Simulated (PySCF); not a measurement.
**Structure from NMR data**

The spectra below were simulated for a compound C₄H₉ClOSi.

1H NMR (500 MHz, computed): δ 5.23 (m, 1H), 4.72 (m, 1H), 3.40 (s, 3H), 3.36 (m, 1H), 0.65 (m, 1H), 0.60 (m, 1H), 0.22 (m, 1H).

13C{1H} NMR (computed): δ 59.9 (CH), 59.8 (CH3), 12.6 (CH2), 8.7 (CH).

- shielding tensors at PBE0/pcSseg-1 (GIAO)
- GFN2-xTB structure
- run in PySCF 2.14
- one averaged value for each set of equivalent atoms, single conformer, in vacuum, non-relativistic

References, each an isolated molecule treated in the same way: TMS for 1H (31.72 ppm), 13C (186.93 ppm).

Choose the structure that fits.
A. Cl[C@H]1COCC[SiH2]1
B. CO[Si@@H](Cl)C1CC1
C. CO[C@@H]1C[C@@H]1[SiH2]Cl

## Answers

C. 

1. The formula gives 1 degree of unsaturation (1 ring in the answer).
2. 4 carbon signals for 4 carbons: no two carbons are equivalent.
3. Carbon types of the structure: 2 × CH, 1 × CH2, 1 × CH3, leaving 2 H on heteroatoms.
4. δC 59.9, 12.6, 8.7: three-membered-ring carbon.
5. δC 59.8: methyl carbon bonded to O; deshielded by the electronegative neighbour.
6. δH 5.23, 4.72: hydrogen on a silicon bonded to C, Cl.
7. δH 3.40: hydrogen on a methyl carbon bonded to O; its carbon carries O, which withdraws density.
8. δH 3.36, 0.65, 0.60, 0.22: hydrogen on a three-membered-ring carbon.

The others: Cl[C@H]1COCC[SiH2]1 would give 9 signals for carbon-bound and other non-exchanging H, not 7; CO[Si@@H](Cl)C1CC1 has carbons computed at 52.6, 4.9, 3.2, 2.0, with a different DEPT pattern.

Shifts are as computed. Against solution values, carbons near 30 ppm lie about +3 ppm off and those near 130 ppm about +5 ppm. Of 1211 compounds with measured shifts, 218 miss one by over three times the rms of a fit or turn the order of signals round; such compounds aren't used in these exercises. No couplings were computed; multiplicities are counted from neighbouring protons, with m where these are inequivalent, close in shift, in a saturated or five-membered ring or joined by F or P, and br s for small geminal =CH2 splittings.
